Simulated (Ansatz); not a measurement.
Start from `B/C=C(/N)F` and change one atom or group to get `B/C=C(/C)F`.

Ansatz, PBE0-D4/def2-TZVP geometries, multiplicity 1. Each molecule was computed in one conformer, which needn't be the lowest.

```json
{"property": "HOMO energy (ωB97M-V/def2-TZVPP) / eV", "`B/C=C(/N)F`": "-9.00"}
{"property": "HOMO energy (B3LYP/def2-TZVPP) / eV", "`B/C=C(/N)F`": "-6.66"}
{"property": "LUMO energy (ωB97M-V/def2-TZVPP) / eV", "`B/C=C(/N)F`": "0.92"}
{"property": "ideal-gas entropy at 298 K and 1 bar (rigid rotor, harmonic PBE0-D4/def2-TZVP) / J/(mol·K)", "`B/C=C(/N)F`": "315"}
{"property": "LUMO energy (PBE0/def2-TZVPP) / eV", "`B/C=C(/N)F`": "-1.02"}
{"property": "size of the dipole moment (ωB97M-V/def2-TZVPP) / D", "`B/C=C(/N)F`": "4.78"}
```

(1) What does the change do to each property? (Estimate.)

Results:

(1) The calculation gave: 
```csv
property,`B/C=C(/C)F`,shift
HOMO energy (ωB97M-V/def2-TZVPP) / eV,-10.08,-1.08
HOMO energy (B3LYP/def2-TZVPP) / eV,-7.67,-1.01
LUMO energy (ωB97M-V/def2-TZVPP) / eV,0.13,-0.79
"ideal-gas entropy at 298 K and 1 bar (rigid rotor, harmonic PBE0-D4/def2-TZVP) / J/(mol·K)",315,0
LUMO energy (PBE0/def2-TZVPP) / eV,-1.86,-0.84
size of the dipole moment (ωB97M-V/def2-TZVPP) / D,2.74,-2.04
```

With PBE0 the HOMO falls by 1.02 eV and the LUMO falls by 0.84 eV, so the gap widens by about 0.18 eV. PBE moves the HOMO by -0.97 eV and ωB97M-V by -1.08 eV. The zero-point energy changes by 28.3 kJ/mol with +3 modes. Dipoles are sizes alone; their direction can turn.

B3LYP here is the variant with VWN-RPA as its local correlation; programs differ in this.
